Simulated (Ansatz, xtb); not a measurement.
Two structures of CH3AlCa

Structure I is a triplet given by its coordinates and structure II is a singlet given by its coordinates. Both are isolated molecules in the gas phase, relaxed with PBE0-D4/def2-TZVP.

I (Å):

```yaml
atoms:
  - { symbol: C, position_ang: [2.9164, 1.3143, 0.3507] }
  - { symbol: Al, position_ang: [3.0018, -0.2881, 1.5062] }
  - { symbol: Ca, position_ang: [3.1029, -2.7363, 3.1711] }
  - { symbol: H, position_ang: [2.2211, 2.0707, 0.7269] }
  - { symbol: H, position_ang: [2.5579, 1.0114, -0.6418] }
  - { symbol: H, position_ang: [3.8947, 1.7834, 0.2087] }
```

Close contacts (Å): C1–Al2 1.98, Al2–Ca3 2.96, C1–H4 1.09, C1–H5 1.10, C1–H6 1.09.

II (Å):

| atom | x (Å) | y (Å) | z (Å) |
| --- | --- | --- | --- |
| C | -0.0790 | -0.3485 | -1.8557 |
| Al | 0.9038 | -1.6988 | -2.8582 |
| Ca | -0.5052 | -2.1506 | -0.5069 |
| H | -0.3306 | 0.5748 | -2.3849 |
| H | 0.3924 | -0.0557 | -0.8893 |
| H | 1.1620 | -1.6198 | -4.4418 |

Close contacts (Å): C1–Al2 1.95, C1–Ca3 2.29, Al2–Ca3 2.78, C1–H4 1.09, C1–H5 1.11, Al2–H6 1.61, Ca3–H5 2.31.

Problem. Which of the two would you expect CCSD(T)/def2-TZVPP electronic energies to favour?

Solution. Structure I; the calculation gives E(II) − E(I) = +2.6 kcal/mol.

How the difference moves with the method:

```tsv
level	geometry	E(II) − E(I) (kcal/mol)	departure from the last row (kcal/mol)	job, with rough time for the two
PBE0-D4/def2-TZVP	PBE0-D4/def2-TZVP	+4.1	+1.5	optimisation, 4.4 min
HF/def2-TZVPP	PBE0-D4/def2-TZVP	+30.3	+27.7	part of the CCSD(T) run
MP2/def2-TZVPP	PBE0-D4/def2-TZVP	+1.1	−1.5	part of the CCSD(T) run
CCSD(T)/def2-TZVPP	PBE0-D4/def2-TZVP	+2.6		single point, 90 s
```

The levels shown agree on the order. The largest departure from CCSD(T)/def2-TZVPP is that of HF/def2-TZVPP, 27.7 kcal/mol. Levels run at GFN2-xTB geometries aren't shown. The triplet state of I needn't be its ground state.

With harmonic frequencies from PBE0-D4/def2-TZVP (ideal gas, rigid rotor, one conformer each, 298.15 K, 1 atm): the zero-point term adds −3.0 kcal/mol; ΔH is −0.8 and ΔG +1.2 kcal/mol.

The T1 diagnostic of structure II is large, so the coupled-cluster value is less sure. Open shells are spin-unrestricted. The correlated steps freeze 11 core orbitals; the last core shell of Ca is correlated, in a basis made for valence electrons. ΔG holds the spin degeneracy. Mirror images aren't counted in ΔG. Programs: Ansatz 0.2.0; the last row on 2 threads of Intel(R) Xeon(R) Processor @ 2.70GHz on a shared host.
